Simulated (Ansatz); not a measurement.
Geometry optimisation, RKS BHLYP/6-31G* in Ansatz 0.2.0.

Input:

```yaml
crystal:
  periodic: [false, false, false]
  atoms:
    - { symbol: F, position_ang: [-1.22395, -1.94479, 0.4407] }
    - { symbol: B, position_ang: [-0.49687, -1.00264, -0.05524] }
    - { symbol: C, position_ang: [0.28044, 0.02577, -0.55911] }
    - { symbol: S, position_ang: [0.68366, 1.56114, 0.2897] }
    - { symbol: H, position_ang: [-0.14881, -1.25066, -1.14439] }
    - { symbol: H, position_ang: [0.01018, 1.32319, 1.41312] }
basis:
  gaussian: { orbitals: "6-31G*" }
hamiltonian:
  xc: { name: BHLYP }
relax:
  f_tol: 0.02
  max_steps: 50
```

Run as:

```bash
$ ansatz run input.yaml --threads 1 --pin off --max-ram 2048MiB --backend cpu --events-out ev --progress --plain --runs-dir out
```

**Question.** Where does it end, and by what steps?

**Answer.** It converged. After 17 steps the energy has fallen by 4.780 eV; H5 moved furthest, 1.29 Å. Parted: B2–H5. Joined: C3–H5.

```
step  energy less start (eV)  largest force component (eV/Å)  accepted
   0                  0.0000                           4.755       yes
   1                 -1.7755                           2.791       yes
   2                 -2.7915                           2.605       yes
   3                 -3.5776                           2.253       yes
   4                 -4.1821                           1.116       yes
   5                 -4.3971                           1.074       yes
   6                 -4.3978                           2.804       yes
   7                 -4.4533                           0.770       yes
   8                 -4.5674                           0.424       yes
   9                 -4.6138                           1.533       yes
  10                 -4.7185                           0.516       yes
  11                 -4.7661                           0.250       yes
  12                 -4.7721                           0.293       yes
  13                 -4.7611                           0.376        no
  14                 -4.7781                           0.072       yes
  15                 -4.7795                           0.069       yes
  16                 -4.7801                           0.030       yes
  17                 -4.7802                           0.014       yes
```

```xyz
6
Properties=species:S:1:pos:R:3
F -1.146 -2.230 0.832
B -0.609 -1.294 0.151
C -0.005 -0.253 -0.520
S 0.831 0.774 0.672
H 0.090 -0.053 -1.570
H -0.058 1.769 0.819
```

The run took 49 s on 1 thread of Arm Neoverse V1, with other jobs on the host, peak memory 0.15 GiB.
